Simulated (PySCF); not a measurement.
IRb (SMILES [Rb][I]), singlet, geometry from GFN2-xTB (such geometries of metal compounds can be far from the true shape) (core potentials on I, Rb), atoms displaced at random by about 0.03 Å a coordinate; DF-HF/def2-SVP, gradient (PySCF).

Input for PySCF:
```python
from pyscf import gto, scf

mol = gto.Mole()
mol.atom = '''
    Rb    0.00977679    0.00727236   -1.93029328
    I    -0.04320073   -0.04471278    1.29147851
'''
mol.basis = 'def2-svp'
mol.ecp = {'I': 'def2-svp', 'Rb': 'def2-svp'}
mol.verbose = 4
mol.build()

mf = scf.RHF(mol)
mf = mf.density_fit(auxbasis='def2-universal-jkfit')
mf.kernel()
g = mf.nuc_grad_method()
grad = g.kernel()
```

The log (banner, timings and long lists left out):

```
PySCF version 2.14.0

[INPUT] verbose = 4
[INPUT] num. atoms = 2
[INPUT] num. electrons = 34
[INPUT] charge = 0
[INPUT] spin (= nelec alpha-beta = 2S) = 0
[INPUT] symmetry False subgroup None
[INPUT] Mole.unit = angstrom
[INPUT] Symbol           X                Y                Z      unit          X                Y                Z       unit  Magmom
[INPUT]  1 Rb     0.009776790000   0.007272360000  -1.930293280000 AA    0.018475455477   0.013742768679  -3.647725639288 Bohr   0.0
[INPUT]  2 I     -0.043200730000  -0.044712780000   1.291478510000 AA   -0.081637548081  -0.084494908468   2.440540679661 Bohr   0.0

nuclear repulsion = 36.9465300539858
number of shells = 20
number of NR pGTOs = 96
number of NR cGTOs = 50
basis = def2-svp
ecp = {'I': 'def2-svp', 'Rb': 'def2-svp'}

******** <class 'pyscf.df.df_jk.DFRHF'> ********
method = DFRHF
initial guess = minao
damping factor = 0
level_shift factor = 0
DIIS = <class 'pyscf.scf.diis.CDIIS'>
diis_start_cycle = 1
diis_space = 8
diis_damp = 0
SCF conv_tol = 1e-09
SCF conv_tol_grad = None
SCF max_cycles = 50
direct_scf = False
Set gradient conv threshold to 3.16228e-05
Initial guess from minao.
******** <class 'pyscf.df.df.DF'> ********
auxbasis = def2-universal-jkfit
init E= -285.331253467356
  HOMO = -1.26101853905546  LUMO = -0.436537794702504  gap/eV = 22.43526
cycle= 1 E= -319.558647558183  delta_E= -34.2  |g|= 2.18  |ddm|= 7.48
  HOMO = -0.00595458372077261  LUMO = -0.00478790579739124  gap/eV = 0.03175
cycle= 2 E= -319.505320516117  delta_E= 0.0533  |g|= 1.47  |ddm|= 5.22
  HOMO = -0.392488875889793  LUMO = -0.045936716602772  gap/eV = 9.43016
cycle= 3 E= -320.490420074314  delta_E= -0.985  |g|= 0.376  |ddm|= 2.74
  HOMO = -0.278187251316298  LUMO = -0.0262571209934492  gap/eV = 6.85537
cycle= 4 E= -320.545987682033  delta_E= -0.0556  |g|= 0.0641  |ddm|= 0.725
  HOMO = -0.272758321787467  LUMO = -0.0162642447973127  gap/eV = 6.97956
cycle= 5 E= -320.548251129665  delta_E= -0.00226  |g|= 0.0103  |ddm|= 0.176
  HOMO = -0.278324568053117  LUMO = -0.0158912080949909  gap/eV = 7.14118
cycle= 6 E= -320.548318569043  delta_E= -6.74e-05  |g|= 0.00243  |ddm|= 0.0269
  HOMO = -0.278333697780054  LUMO = -0.0157332807152732  gap/eV = 7.14572
cycle= 7 E= -320.548323192133  delta_E= -4.62e-06  |g|= 0.000599  |ddm|= 0.00676
  HOMO = -0.278042487436568  LUMO = -0.0157346899861617  gap/eV = 7.13776
cycle= 8 E= -320.548323505331  delta_E= -3.13e-07  |g|= 0.000116  |ddm|= 0.00222
  HOMO = -0.27807630343735  LUMO = -0.0157385686034228  gap/eV = 7.13857
cycle= 9 E= -320.548323517648  delta_E= -1.23e-08  |g|= 1.49e-05  |ddm|= 0.000502
  HOMO = -0.278076047509217  LUMO = -0.0157390721610993  gap/eV = 7.13855
cycle= 10 E= -320.548323517884  delta_E= -2.36e-10  |g|= 2.44e-06  |ddm|= 8.74e-05
  HOMO = -0.278074297477426  LUMO = -0.0157391367531758  gap/eV = 7.13850
Extra cycle  E= -320.548323517887  delta_E= -3.3e-12  |g|= 9.88e-07  |ddm|= 6.38e-06
converged SCF energy = -320.548323517887

******** <class 'pyscf.df.grad.rhf.Gradients'> for <class 'pyscf.df.df_jk.DFRHF'> ********
unit = Eh/Bohr
--------------- DFRHF gradients ---------------
         x                y                z
0 Rb    -0.0001071570    -0.0001051497     0.0065166406
1 I     0.0001071570     0.0001051497    -0.0065166406
----------------------------------------------
```
